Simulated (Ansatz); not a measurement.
Consider the formal loss of a carbene: `CC(F)OC(F)F` → `COC(F)F` + `[CH]F`.

Computed with Ansatz on PBE0-D4/def2-TZVP structures; ΔE is electronic, products minus reactants. CCSD(T)/CBS adds triple-zeta CCSD(T) − MP2 to the extrapolated MP2 energy (def2 sets, frozen cores). This one scheme is used for every species. DFT in def2-TZVPP. B3LYP here is the variant with VWN-RPA as its local correlation; programs differ in this. One conformer a species, not always the lowest.

| level | ΔE (kcal/mol) | difference from CCSD(T)/CBS |
| --- | --- | --- |
| r2SCAN0-D4 | 108.5 | 7.1 |
| PBE-QIDH | 107.9 | 6.5 |
| BLYP | 93.6 | -7.8 |
| PBE0 | 105.7 | 4.3 |
| B3LYP | 97.9 | -3.5 |
| LC-ωPBE | 106.3 | 4.9 |
| HF/def2-SVP | 95.6 | -5.8 |
| CCSD/def2-TZVPP | 99.5 | -1.9 |
| MP2/def2-QZVPP | 107.4 | 6.0 |
| SCS-MP2/def2-QZVPP | 102.5 | 1.1 |
| CCSD(T)/CBS | 101.4 | 0 |

Problem. What do rigid-rotor, harmonic-oscillator terms from PBE0-D4/def2-TZVP frequencies (298.15 K, 1 bar) make of the CCSD(T)/CBS value? (Best estimate.)

Solution. Computed: ΔZPE = -5.3 kcal/mol, ΔH = +97.4 kcal/mol, ΔS = 175 J/(mol·K), ΔG = +84.9 kcal/mol. Modes under 50 cm⁻¹ make the entropy rough.

Largest T1 diagnostic among the species: 0.018.

From BLYP to BHLYP (50 % exact exchange), in def2-TZVPP and without D4, ΔE moves by +7.0 kcal/mol. Leaving LDA and LC-ωPBE aside and taking each functional with its dispersion term where it has one, the values, not all of them listed here, spread over 11.6 kcal/mol, from BLYP-D4 to r2SCAN0-D4. LDA lies +15.8 kcal/mol from PBE without D4. The D4 term adds +2.4 kcal/mol with B3LYP and +1.3 kcal/mol with PBE0; it sums over pairs of atoms, weighted by their polarisabilities, and B3LYP, whose exchange is more repulsive, gets the larger term.

CCSD(T)/CBS has its own doubt, a few kJ/mol and more with outer-core shells, so smaller differences from it don't rank the levels.
